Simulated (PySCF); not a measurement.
# What a mistake does to a calculation on B3CH7

All numbers below are calculated, not measured. The program is PySCF 2.14.0, an open-source quantum chemistry code, run on an isolated molecule that a program drew, which may never have been made. The molecule is B3CH7 (charge 0, singlet), drawn as the SMILES string `BB(B)C`.

Each row is a Hartree-Fock (HF) and frozen-core CCSD(T) single point in the cc-pVDZ basis, meant for a local HF minimum. Run 1 is clean. Each other run has one planted mistake out of seven kinds, and not every kind appears here: one electron removed, one electron added, multiplicity raised by two, geometry at a saddle point, minimal basis STO-3G, one bond length entered in bohr, all coordinates scaled. The reference is restricted for singlets and unrestricted otherwise, and also for a bond in bohr. Adding or removing an electron swaps singlet and doublet. Electrons count all cores. HOMO and LUMO are orbital energies over both spins, the gradient is its largest component, and the lowest frequency (negative if imaginary) is given only where the gradient is small. Bond lengths are over the 10 bonds as drawn. T1 is the CCSD diagnostic: over 0.02 (restricted) or 0.045 (unrestricted) a single reference is doubtful.

Geometry of the clean run:
```xyz
11
B3CH7, angstrom
B    -1.9269    2.3509    0.6587
B    -1.4933    1.5808   -0.7798
B    -2.1540    2.0449   -2.2627
C    -0.4718    0.3483   -0.7299
H    -2.8377    1.9621    1.3444
H    -1.3299    3.3187    1.0565
H    -1.6397    2.8996   -2.9382
H    -3.1531    1.5385   -2.7056
H     0.0928    0.1904   -1.6521
H     0.2294    0.3749    0.1078
H    -1.0974   -0.5450   -0.5878
```

```
run,electrons,basis functions,<S^2>,HOMO (eV),LUMO (eV),gradient (hartree/bohr),lowest frequency (cm^-1),mean bond (Å),longest bond (Å),T1,HF (hartree),CCSD(T) (hartree),mistake
1,28,91,0.000,-10.51,1.56,1.9e-05,109,1.3082,1.688,0.0132,-115.93410,-116.39618,no fault
2,28,91,0.000,-10.49,1.50,1.3e-02,-,1.3370,1.726,0.0131,-115.93025,-116.39458,all coordinates scaled
3,28,91,0.722,-10.62,1.26,2.1e-02,-,1.4060,2.078,0.0567,-115.81261,-116.26955,one bond length entered in bohr
4,28,91,2.038,-6.67,-0.96,6.5e-02,-,1.3082,1.688,0.0477,-115.79823,-116.26335,multiplicity raised by two
5,27,91,0.781,-18.05,-7.69,6.1e-02,-,1.3082,1.688,0.0191,-115.59948,-116.03994,?
6,29,91,0.788,0.27,6.97,1.3e-02,-,1.3082,1.688,0.0160,-115.89865,-116.39196,?
```

**Which mistake was planted in run 5, and what did it cost?**

It counts 27 electrons, one fewer than the clean run, at the same geometry and basis. So the mistake is: one electron removed. Subtracting run 1 and multiplying by 627.51 kcal/mol a hartree, the energy moved by 210.0 kcal/mol in HF and 223.5 kcal/mol in CCSD(T).

**Which mistake was planted in run 6, and what did it cost?**

It counts 29 electrons, one more than the clean run, at the same geometry and basis. So the mistake is: one electron added. Subtracting run 1 and multiplying by 627.51 kcal/mol a hartree, the energy moved by 22.2 kcal/mol in HF and 2.6 kcal/mol in CCSD(T).

Cautions from the logs. Run 3: T1 is over the limit, so its CCSD(T) energy is less reliable; run 4: T1 is over the limit, so its CCSD(T) energy is less reliable; run 6: the HOMO is above zero, so the electron isn't bound and the energy depends on the basis.
